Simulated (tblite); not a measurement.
Compound: C₅H₅N₃O.
SMILES with atom numbers: `[CH3:1][C:2](=[O:3])[c:4]1[cH:5][n:6][n:7][cH:8][n:9]1` (hydrogens: H10, H11, H12 on C1; H13 on C5; H14 on C8)

Structure used (GFN2-xTB), in Å, numbered top down from 1:
```
atom  x, y, z in Å
C1     2.147    0.461    0.450
C2     1.297   -0.450   -0.380
O3     1.721   -1.287   -1.141
C4    -0.175   -0.277   -0.181
C5    -1.106   -1.231   -0.632
N6    -2.374   -0.894   -0.734
N7    -2.799    0.230   -0.248
C8    -1.945    0.978    0.431
N9    -0.634    0.818    0.413
H10    3.178    0.425    0.111
H11    2.097    0.141    1.490
H12    1.752    1.473    0.398
H13   -0.818   -2.212   -0.975
H14   -2.341    1.823    0.976
```

Level: GFN2-xTB in tblite, geometry and Hessian alike; calculated harmonic values, unscaled, isolated species. This tight-binding method is rough: wavenumbers can miss measured ones by several per cent, in bad cases by 10 to 20. One conformer, not necessarily the lowest.

Harmonic wavenumbers (cm⁻¹): 47.1, 81.2, 113.5, 170.2, 262.1, 328.6, 350.1, 484.5, 566.9, 590.0, 639.8, 751.1, 780.2, 849.4, 897.3, 975.1, 990.5, 1032.0, 1089.4, 1109.7, 1172.0, 1195.1, 1239.2, 1307.2, 1362.8, 1384.3, 1428.8, 1438.4, 1473.4, 1495.8, 1744.9, 3017.7, 3042.8, 3065.6, 3079.5, 3102.0.

A = 3963, B = 1293, C = 991.1 MHz; mass 123.043 u (most abundant isotopes); point group C1, symmetry number 1.

Problem. What is the zero-point energy?

Solution. ½Σν̃ = 21329 cm⁻¹ = 60.98 kcal/mol.

Problem. Entropy at 298.15 K, 1 bar (ideal gas, RRHO, classical rotation)?

Solution. Translation 40.36, rotation 28.54, vibration 22.03: S = 90.9 cal/(mol K).

Problem. And Cp and H(298.15 K) − H(0)?

Solution. Cp = 30.59 cal/(mol K), of which vibrations give 22.64 (their classical limit is 36 R = 71.5); H(298.15 K) − H(0) = 5.78 kcal/mol without the zero-point energy, 3.41 from vibrations.

Problem. How do the functions run with temperature in this model?

Solution. 
| T (K) | S (cal/(mol K)) | Cp (cal/(mol K)) | H − H(0) (kcal/mol) | G − H(0) (kcal/mol) | ln q(vib) |
| --- | --- | --- | --- | --- | --- |
| 150 | 74.3 | 19.5 | 2.09 | -9.05 | 2.44 |
| 250 | 85.9 | 26.8 | 4.39 | -17.08 | 4.40 |
| 400 | 101.0 | 38.3 | 9.29 | -31.11 | 7.30 |
| 600 | 118.9 | 50.0 | 18.20 | -53.15 | 11.11 |
| 900 | 141.4 | 60.5 | 34.94 | -92.32 | 16.53 |

q(vib) and H(0) count from the zero-point level.

Problem. Which modes carry the vibrational entropy at 298.15 K?

Solution. 47.1 cm⁻¹: 4.94; 81.2 cm⁻¹: 3.86; 113.5 cm⁻¹: 3.21; 170.2 cm⁻¹: 2.43; 262.1 cm⁻¹: 1.65; 328.6 cm⁻¹: 1.27 cal/(mol K); the other 30 give 4.67 together.

Problem. What must be added to the electronic energy to get the Gibbs energy at 298.15 K and 1 bar?

Solution. ZPE + [H(298.15 K) − H(0)] − T·S = 60.98 + 5.78 − 27.11 = 39.65 kcal/mol.

Problem. Blend soft modes into free rotors: weight 1/[1 + (100 cm⁻¹/ν̃)⁴] for the oscillator and the rest for a rotor with moment μB/(μ + B), μ = h/(8π²ν), B = 10⁻⁴⁴ kg m². What vibrational entropy results?

Solution. 20.02 cal/(mol K) in place of 22.03, which changes −T·S at 298.15 K by +0.60 kcal/mol.

Hindered rotation and anharmonicity are outside this model. Other conformers, if any are populated, would add a mixing term that is left out. The structure is chiral; the term R ln 2 for an equal mix with its mirror image is left out.
